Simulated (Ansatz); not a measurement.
Geometry optimisation, Ansatz, RKS PBE/6-31G*.

The input (input.yaml):

```yaml
crystal:
  periodic: [false, false, false]
  atoms:
    - { symbol: B, position_ang: [0.0, 0.0, 0.0] }
    - { symbol: C, position_ang: [0.0, 0.0, 1.95] }
    - { symbol: H, position_ang: [-0.9996, -0.3092, 2.3205] }
    - { symbol: H, position_ang: [0.7676, -0.7111, 2.3205] }
    - { symbol: H, position_ang: [0.232, 1.0203, 2.3205] }
    - { symbol: H, position_ang: [1.0305, 0.0, -0.595] }
    - { symbol: Cl, position_ang: [-1.6108, 0.0, -0.93] }
    - { symbol: O, position_ang: [-0.219, -1.6079, 0.5392] }
    - { symbol: H, position_ang: [-0.6224, -2.1606, -0.2037] }
    - { symbol: H, position_ang: [-0.1495, -1.0979, 1.5797] }
basis:
  gaussian: { orbitals: "6-31G*" }
hamiltonian:
  xc: pbe
relax:
  f_tol: 0.15
  max_steps: 25
  restrain:
    - { distance: [0, 7], at: 2.61, k: 30.0 }
    - { distance: [9, 1], at: 2.31, k: 30.0 }
    - { distance: [0, 1], at: 1.6, k: 30.0 }
    - { distance: [9, 7], at: 1.01, k: 30.0 }
```

Run as:

```bash
$ ansatz run input.yaml --threads 1 --pin off --max-ram 2048MiB --backend cpu --events-out ev --progress --plain --runs-dir out
```

Question: Where does it end, and by what steps?

Answer: It converged. The restraints hold the end off the free minimum; the threshold counts their pulls, which the force column leaves out. Restrained pairs: B1–O8 (1.71 → 2.60 Å), C2–H10 (1.17 → 2.32 Å), B1–C2 (1.95 → 1.59 Å), O8–H10 (1.16 → 0.99 Å). After 11 steps the energy has fallen by 3.472 eV (the restraints' own energy left out); H10 moved furthest, 0.96 Å.

```csv
step,energy less start (eV),largest force component (eV/Å),accepted
0,0.0000,5.112,yes
1,-0.7113,3.135,yes
2,-0.8469,5.781,yes
3,-1.3571,4.998,yes
4,-2.4216,3.363,yes
5,-3.2947,1.006,yes
6,-3.4043,1.198,yes
7,-3.4476,0.659,yes
8,-3.4652,0.623,yes
9,-3.4667,0.571,yes
10,-3.4709,0.559,yes
11,-3.4724,0.540,yes
```

```xyz
10
Properties=species:S:1:pos:R:3
B 0.048 0.196 0.230
C 0.002 0.232 1.817
H -0.958 -0.087 2.262
H 0.843 -0.321 2.269
H 0.140 1.289 2.125
H 1.065 0.254 -0.404
Cl -1.466 0.393 -0.703
O -0.040 -2.392 0.453
H -0.871 -2.424 -0.066
H -0.334 -2.006 1.319
```

Run time: 17 s on 1 thread of Intel(R) Xeon(R) 6975P-C (Granite Rapids) (shared host), peak memory 0.16 GiB.
